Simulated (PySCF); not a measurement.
Compound: C6H11N.
SMILES with atom numbers: `[CH2:1]=[CH:2][C@@H:3]1[CH2:4][CH2:5][NH:6][CH2:7]1` (hydrogens: H8, H9 on C1; H10 on C2; H11 on C3; H12, H13 on C4; H14, H15 on C5; H16 on N6; H17, H18 on C7)

Cartesian coordinates in Å at the GFN2-xTB level; atoms count from 1:
```
atom  x, y, z in Å
C1     2.550    0.040    0.334
C2     1.598    0.751   -0.239
C3     0.330    0.216   -0.830
C4    -0.911    1.061   -0.458
C5    -1.971    0.018   -0.033
N6    -1.516   -1.278   -0.513
C7    -0.071   -1.206   -0.378
H8     3.440    0.505    0.725
H9     2.492   -1.030    0.435
H10    1.712    1.825   -0.330
H11    0.447    0.216   -1.922
H12   -0.690    1.744    0.361
H13   -1.257    1.649   -1.308
H14   -2.967    0.244   -0.412
H15   -2.023   -0.040    1.058
H16   -1.755   -1.380   -1.496
H17    0.416   -1.993   -0.952
H18    0.166   -1.336    0.681
```

Computed, not measured: wB97X-D/def2-SVPD in PySCF (dipole) on a GFN2-xTB geometry, gas phase.

Masses are those of the commonest isotopes; rigid-rotor values at the optimised geometry. The values belong to one conformer with, in the numbering `[CH2:1]=[CH:2][C@@H:3]1[CH2:4][CH2:5][NH:6][CH2:7]1`, C1–C2–C3–C4 136°, C2–C3–C4–C5 -134°, C3–C4–C5–N6 -16°, C4–C5–N6–C7 35°, C5–N6–C7–C3 -41°.

Question: What are A, B and C (MHz)?

Answer: Ia = 90.80, Ib = 265.18, Ic = 319.93 u·Å²; 505379 MHz·u·Å²/I gives A = 5566, B = 1906, C = 1580 MHz.

Question: What kind of rotor is it?

Answer: An asymmetric top; Ray's κ = -0.836.

Question: What does the inertial defect say?

Answer: Not planar: Δ = Ic − Ia − Ib = -36.05 u·Å². For a rigid frame Δ = −2 Σ m c², so Σ m c² = 18.02 u·Å² lies off the ab plane: 9.71 from hydrogen and 8.31 from heavier atoms. The atom farthest from that plane is 1.66 Å away.

Question: Predict some low-J microwave lines.

Answer: The dipole components are |μa| = 0.25 D, |μb| = 0.99 D, |μc| = 0.97 D. Intensities carry the squares of the components, which stand as 0.06 : 1.00 : 0.97 (a : b : c). Some lines, for components of 0.1 D or more:

| type | branch | J(Ka,Kc) | MHz | lower level (cm⁻¹) |
| --- | --- | --- | --- | --- |
| a | Q | 3(1,2) ← 3(1,3) | 1956 | 0.792 |
| c | Q | 2(1,2) ← 2(0,2) | 3355 | 0.348 |
| a | R | 1(0,1) ← 0(0,0) | 3485 | 0.000 |
| b | Q | 1(1,0) ← 1(0,1) | 3986 | 0.116 |
| b | Q | 2(1,1) ← 2(0,2) | 4333 | 0.348 |
| a | R | 2(0,2) ← 1(0,1) | 6950 | 0.116 |
| b | R | 1(1,1) ← 0(0,0) | 7146 | 0.000 |
| a | R | 2(1,1) ← 1(1,0) | 7297 | 0.249 |
| a | R | 3(1,3) ← 2(1,2) | 9955 | 0.460 |
| a | R | 3(0,3) ← 2(0,2) | 10374 | 0.348 |
| c | Q | 3(2,2) ← 3(1,2) | 10505 | 0.857 |
| a | R | 3(2,1) ← 2(2,0) | 10539 | 0.860 |
| b | Q | 3(2,1) ← 3(1,2) | 10608 | 0.857 |
| a | R | 3(1,2) ← 2(1,1) | 10932 | 0.493 |
| c | R | 2(1,1) ← 1(0,1) | 11283 | 0.116 |
| b | Q | 3(2,2) ← 3(1,3) | 12461 | 0.792 |
| c | R | 3(1,2) ← 2(0,2) | 15265 | 0.348 |
| c | Q | 3(3,1) ← 3(2,1) | 19025 | 1.211 |
| b | Q | 3(3,1) ← 3(2,2) | 19129 | 1.208 |
| b | R | 3(3,1) ← 2(2,0) | 29564 | 0.860 |
| b | R | 3(3,0) ← 2(2,1) | 29586 | 0.859 |

Question: Estimate the classical rotational partition function at 25 K, 50 K and 100 K.

Answer: Point group C1, symmetry number σ = 1; q = (√π/σ)·√((kT/h)³/(ABC)), k/h = 20836.6 MHz/K: 5150 at 25 K, 14600 at 50 K, 41200 at 100 K.

GFN2-xTB frequencies: not computed here. No vibrational averaging or centrifugal distortion is included, and the geometry carries the error of its method. A rigid rotor knows nothing of inversion at nitrogen, which can split or shift real lines. Quadrupole hyperfine structure (14N) is left out.
